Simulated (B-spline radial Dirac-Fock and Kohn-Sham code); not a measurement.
**Photoionisation of silicon ions at Al Kα (taken as 1486.9 eV)**

Method: the independent-particle Dirac-Slater model, thresholds from Dirac-Fock. Computed with a B-spline atomic structure program. Cross sections in kb; a dash marks an empty subshell or a threshold above the photon energy.

| ion | configuration | total | 2s | 2p1/2 | 2p3/2 | 3p1/2 | 3p3/2 |
| --- | --- | --- | --- | --- | --- | --- | --- |
| Si | [Ne] 3s2 3p2 | 25.81 | 13.3 | 3.77 | 7.39 | 0.0715 | 0.140 |
| Si²⁺ | [Ne] 3s2 | 26.07 | 13.4 | 3.80 | 7.45 | – | – |
| Si⁷⁺ | [He] 2s2 2p3 | 23.35 | 16.1 | 2.46 | 4.83 | – | – |
